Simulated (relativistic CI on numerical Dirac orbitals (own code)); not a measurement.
**Ligand-field terms of d5**

Computed with a parametric ligand-field model of a d^n configuration (Racah B and C, spin-orbit zeta, crystal field), exact diagonalisation.

Field parameters in Wybourne normalisation: Oh B⁴₀ = 21Dq, B⁴₄ = √(5/14) B⁴₀. The field is a parameter set, without covalency.

B = 600 cm⁻¹, C = 2700 cm⁻¹ (C/B = 4.50), Oh, no spin-orbit coupling. Tanabe-Sugano data, E/B above the lowest term (Δ = |10Dq|; b, c mark the second and third term of a kind):

| Δ/B | 6A1 | 4T1 | 4T2 | 4T1(b) | 2T2 | 2A2 |
| --- | --- | --- | --- | --- | --- | --- |
| 1.0 | 0.00 | 32.36 | 32.48 | 38.63 | 46.83 | 46.90 |
| 5.0 | 0.00 | 29.95 | 31.95 | 40.80 | 42.98 | 44.95 |
| 9.0 | 0.00 | 26.50 | 30.55 | 43.59 | 36.45 | 41.78 |
| 13.0 | 0.00 | 22.79 | 28.18 | 46.00 | 29.24 | 38.21 |
| 17.0 | 0.00 | 18.98 | 25.15 | 47.69 | 21.80 | 34.46 |
| 21.0 | 0.00 | 15.12 | 21.74 | 48.70 | 14.23 | 30.63 |
| 25.0 | 0.00 | 11.22 | 18.14 | 49.28 | 6.57 | 26.76 |
| 29.0 | 1.15 | 8.44 | 15.56 | 50.77 | 0.00 | 23.99 |
| 33.0 | 8.91 | 12.27 | 19.53 | 58.75 | 0.00 | 27.83 |
| 37.0 | 16.70 | 16.12 | 23.48 | 66.69 | 0.00 | 31.68 |
| 41.0 | 24.52 | 19.99 | 27.43 | 74.61 | 0.00 | 35.55 |
| 45.0 | 32.37 | 23.87 | 31.38 | 82.53 | 0.00 | 39.43 |

The ground term changes from 6A1 to 2T2 between Δ/B = 25.0 and 29.0.
